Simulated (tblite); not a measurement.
Run record: tight-binding relaxation, `C#CCC[O][AlH2-][AsH2+]C`.

Computed with GFN2-xTB geometry optimisation, gas phase (tblite 0.8.0). Start geometry: from a force field or distance geometry. A driver script takes a list of jobs; this job's settings line and coordinates (Å) are shown.

Command:
```bash
OMP_NUM_THREADS=1 python probes_run.py task.json out
```

Input:
```
{"job": {"kind": "relax", "xc": "GFN2-xTB", "basis": "xTB"}, "charge": 0, "multiplicity": 1}
C     -2.999800     0.073600     2.225300
C     -3.027700     0.310000     1.028900
C     -3.021500     0.600400    -0.393600
C     -1.805200    -0.002200    -1.052900
O     -0.706600     0.560300    -0.416300
Al     0.773100    -0.189200    -1.217700
As     2.271400    -0.876400     0.595100
C      3.807300     0.382800     0.542400
H     -2.977200    -0.134200     3.284000
H     -2.958200     1.701900    -0.529000
H     -3.972600     0.210000    -0.884600
H     -1.794600     0.204000    -2.126200
H     -1.732400    -1.095600    -0.804000
H      0.286900    -1.469900    -2.019300
H      1.443000     0.915100    -2.165800
H      1.501000    -0.719100     1.962400
H      2.808500    -2.323800     0.389800
H      3.387600     1.369000     0.807800
H      4.128800     0.407900    -0.498400
H      4.583100     0.086200     1.269200
```

Output:
```
step      E/eV     max force
  0    -659.81729    2.982
  1    -660.11893    4.790
  2    -660.27417    4.379
  3    -660.58148    1.012
  4    -660.70589    0.884
  5    -660.86724    0.899
  6    -660.92214    0.693
  7    -660.97212    0.423
  8    -661.00138    0.370
  9    -661.03218    0.416
... (171 lines left out)
181    -662.08944    0.041
182    -662.08971    0.040
183    -662.08992    0.038
184    -662.09004    0.021
185    -662.09010    0.014
186    -662.09014    0.013
187    -662.09017    0.011
188    -662.09019    0.013
189    -662.09021    0.012
190    -662.09023    0.010
```

«max force» is the largest atomic force in eV/Å.

Task: From which step on does the largest force stay under 0.1 eV/Å, and how much energy is left to gain from there?

Result: From step 153 (0.096 eV/Å), 11.0 meV above the end.

Main results: energy lowered by 52.4 kcal/mol over 190 steps; largest atomic force 0.010 eV/Å at the end.

Task: Where do the atoms end?

Result: 1.058 Å rms from the input after alignment:
```
atom  x, y, z in Å
C1    -1.6292   -0.2174    1.9832
C2    -2.1936    0.1290    0.9837
C3    -2.8033    0.5208   -0.2690
C4    -2.2331   -0.3061   -1.4327
O5    -0.8653   -0.1015   -1.5723
Al6    0.7526    0.2150   -1.5807
As7    1.4538    0.0837    0.9190
C8     3.4001    0.0592    0.7242
H9    -1.2190   -0.5176    2.9050
H10   -2.5898    1.5776   -0.4510
H11   -3.8850    0.3736   -0.2151
H12   -2.7420   -0.0149   -2.3613
H13   -2.4215   -1.3712   -1.2480
H14    1.6576   -1.0144   -1.9001
H15    1.2826    1.6389   -1.8879
H16    1.4441    0.1497    2.4273
H17    1.2666   -1.3949    0.9631
H18    3.8141    1.0233    1.0236
H19    3.6338   -0.0961   -0.3295
H20    3.8716   -0.7261    1.3153
```

On an Arm Neoverse V1 with one thread, shared host with 32 logical CPUs at a one-minute load of 28, this took 1.9 s.
Labels such as C1 count atoms from 1, the log's own numbers from 0.
